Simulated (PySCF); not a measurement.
**Si (silicon, neutral) across methods**

[Ne] 3s1 3p2 3d1, one real determinant (an excited configuration). All numbers are calculated (PySCF 2.14, the non-relativistic Hamiltonian (point nucleus), in aug-cc-pwCVDZ (6s5p3d, 36 functions)). The B2PLYP total includes its PT2 part (frozen core); its orbital energies are those of the SCF part.

| method | E (hartree) | mean ε 3s α (eV) | mean ε 3p α (eV) | mean ε 3d α (eV) | Σ⟨r²⟩ (bohr²) | ⟨S²⟩ |
| --- | --- | --- | --- | --- | --- | --- |
| PBEsol | -288.2601 | -14.079 | -6.822 | 0.677 | 39.99 | 6.000 |
| UHF | -288.45290 | -20.526 | -11.184 | -0.835 | 40.57 | 6.000 |
| PBE0 | -288.8182 | -15.824 | -8.042 | 0.167 | 39.96 | 6.000 |
| r2SCAN | -288.9186 | -14.769 | -7.216 | 0.686 | 40.15 | 6.000 |
| PBE | -288.7933 | -14.100 | -6.853 | 0.631 | 39.93 | 6.000 |
| B2PLYP | -288.8033 | -17.405 | -9.004 | -0.027 | 40.22 | 6.000 |
| HSE06 | -288.8342 | -15.414 | -7.639 | 0.525 | 39.98 | 6.000 |
| TPSS | -288.9575 | -14.241 | -6.925 | 0.653 | 40.00 | 6.000 |
| LDA | -287.7734 | -14.149 | -6.874 | 0.696 | 40.03 | 6.000 |

⟨L²⟩ = 8.00 against 12 for a pure F term, so this real determinant mixes terms. The outer electron is Rydberg-like, and this basis confines it to a smaller radius and binds it less than a complete one would.

The highest occupied level is positive at PBEsol, PBE0, r2SCAN, PBE, HSE06, TPSS, LDA: only the finite basis holds that electron, which in a density functional comes from self-interaction.
